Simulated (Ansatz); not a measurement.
Breaking the O3–H4 bond in CdFHO (SMILES [OH][Cd][F]) (multiplicity 1 held, fragments rigid). Energies count from the point at 0.964 Å.
Geometry at that point (charge 0, multiplicity 1):
```xyz
4

Cd     0.0086     0.0063    -0.0013
F      1.2551     0.9206    -1.1752
O     -1.3176    -0.9670     1.0769
H     -1.1661    -0.8520     2.0216
```

Active spaces are followed from a long bond inwards.

Frozen-core correlation.

Codes used: Ansatz (Gaussian basis) for Hartree–Fock, density functionals and correlated methods.  In def2 rows elements past Kr take small-core potentials, without spin–orbit coupling.

Q: What is the computed energy at R = 3.084 Å (FIC-MRCISD on CASSCF(4,3)/def2-TZVPP)?

A: 115.4 kcal/mol

Q: Estimate the energy at R = 3.084 Å that FIC-MRCISD+Q on CASSCF(4,3)/def2-TZVPP returns for this input.

A: 118.6 kcal/mol

Doubts at one or more of the structures used: active orbitals that take no part (FIC-MRCISD on CASSCF(4,3)/def2-TZVPP, FIC-MRCISD+Q on CASSCF(4,3)/def2-TZVPP).

Ansatz is a first-principles code.
